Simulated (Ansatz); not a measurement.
Cu⁺ ··· CO

The pair of Cu⁺ (SMILES [Cu+], atom 1) and CO (SMILES [C-]#[O+], atoms 2–3), both closed shells, in one local arrangement (a lower one may exist), relaxed at PBE0-D4/def2-TZVP:

Cu1  (0.083, 0.119, -1.628)
C2  (-0.013, -0.019, 0.260)
O3  (-0.070, -0.100, 1.368)
(Å)

Computed with Ansatz 0.2.0 (basis: def2-TZVPPD, with def2-QZVPPD for the basis limit); correlated methods freeze the cores. The 3s and 3p shells of Cu and Zn are frozen; filled d shells are correlated. B3LYP uses VWN-RPA correlation. Extrapolation: Hartree–Fock as exp(−7.88 √X), correlation as X^−2.97. Interaction energies count from these two fragments, frozen as in the pair, with the counterpoise correction; negative means bound.

Q: What is the interaction energy by CCSD(T) at an estimated basis limit (MP2 extrapolated from triple and quadruple zeta, plus CCSD(T) − MP2 in triple zeta)? (Judge from chemistry; the value comes from the calculation.)

A: By the calculation: -138.8 kJ/mol. Hartree–Fock alone gives -44.4 kJ/mol at the basis limit. It counts from the two fragments frozen as in the pair.

The same quantity by other methods in triple zeta, and each one's difference from that estimate:
```tsv
method	E_int (kJ/mol)	difference
PBE-D4	-202.0	-63.2
revPBE-D4	-185.6	-46.7
BLYP-D4	-190.6	-51.8
r2SCAN-D4	-196.3	-57.5
B97M-V	-180.8	-42.0
PBE0-D4	-161.3	-22.4
B3LYP-D4	-161.4	-22.6
HSE06-D4	-160.8	-22.0
wB97X-V	-148.0	-9.1
wB97M-V	-143.2	-4.3
B2PLYP	-153.4	-14.6
HF	-44.4	94.4
MP2	-146.6	-7.7
CCSD	-112.7	26.1
CCSD(T)	-126.8	12.1
```
Differences are method less estimate.

Q: Which atoms make the shortest contact between the fragments?

A: Cu1 and C2, 1.90 Å apart.

Energy to bend the free fragments (PBE0-D4 minima) into their shapes in the pair, CCSD(T)/def2-TZVPPD: CO 2.2 kJ/mol. This must be added to the interaction energy to get the binding energy from relaxed fragments.

Basis-set superposition shift (counterpoise-corrected less uncorrected): CCSD(T) 7.4; MP2 6.9; HF 1.4; PBE0-D4 1.8; wB97M-V 1.6 kJ/mol.

The T1 diagnostic stays at or below 0.023.

For scale, one of the runs: CCSD(T)/def2-TZVPPD, 144 basis functions, launched by `ansatz run in.yaml --threads 2 --pin off --events-out ev --progress --plain --max-ram 5222MiB`. Hardware: 2 CPU threads of an Intel Xeon 6975P-C, shared host. Wall time 5.5 s; peak host memory 0.75 GiB.
